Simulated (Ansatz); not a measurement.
`CS[SiH2][GeH3]` + H–F → `F[SiH2][GeH3]` + CH₃SH at 500 K and 1 bar (ligand exchange at the Si–S bond).

Computed with Ansatz on PBE0-D4/def2-TZVP structures; ΔE is electronic, products minus reactants. CBS: MP2 limit from def2 TZ/QZ plus the TZ coupled-cluster correction, frozen cores. This one scheme is used for every species. For Ge outer-core shells are correlated without core-valence functions, which leaves a few kJ/mol of doubt a bond. Scalar relativity is left out up to krypton. Each species was taken in one conformer, which may not be the lowest.

```csv
species,CCSD(T)/CBS energy (Eh),H − E (kJ/mol),S (J/(mol·K))
`CS[SiH2][GeH3]`,-2805.84917,263.6,463.4
H–F,-100.39570,39.4,188.7
`F[SiH2][GeH3]`,-2468.03899,151.9,378.3
CH₃SH,-438.22835,145.1,283.7
```

H − E and S are ideal-gas, rigid-rotor, harmonic terms from PBE0-D4/def2-TZVP, for one conformer and one mirror image of each species. 1 Eh = 2625.50 kJ/mol, R = 8.31446 J/(mol·K).

Problem. By hand: ΔE, ΔH, ΔS and ΔG.

Solution. ΔE = (-2468.03899) + (-438.22835) − (-2805.84917) − (-100.39570) = -0.02247 Eh = -59.0 kJ/mol. Δ(H − E) = 151.9 + 145.1 − 263.6 − 39.4 = -6.0, so ΔH = -65.0 kJ/mol. ΔS = 378.3 + 283.7 − 463.4 − 188.7 = 9.9 J/(mol·K). ΔG = -65.0 − 500 × (9.9)/1000 = -70.0 kJ/mol.

Problem. By hand: the equilibrium constant, and the temperature at which ΔG would vanish if ΔH and ΔS stayed fixed.

Solution. log₁₀ K = −ΔG/(RT ln 10) = 7.3. ΔH and −TΔS have one sign here, so there is no such temperature.

The number of gas molecules stays the same, so ΔS is small and ΔH decides. A doubt of 5 kJ/mol in ΔE shifts log₁₀ K by 0.5 here. Other conformers and mirror images would add mixing entropy, several J/(mol·K) or more a flexible species. Modes under 60 cm⁻¹, often nearly free rotors, make the harmonic entropy too high. These are equilibria of isolated gas molecules and say nothing of rates. Largest T1 diagnostic: 0.012 (customary marks: 0.02 for closed shells, 0.045 for open ones).

ΔS is within the doubt of such terms, so its sign, and with it that verdict, could turn.
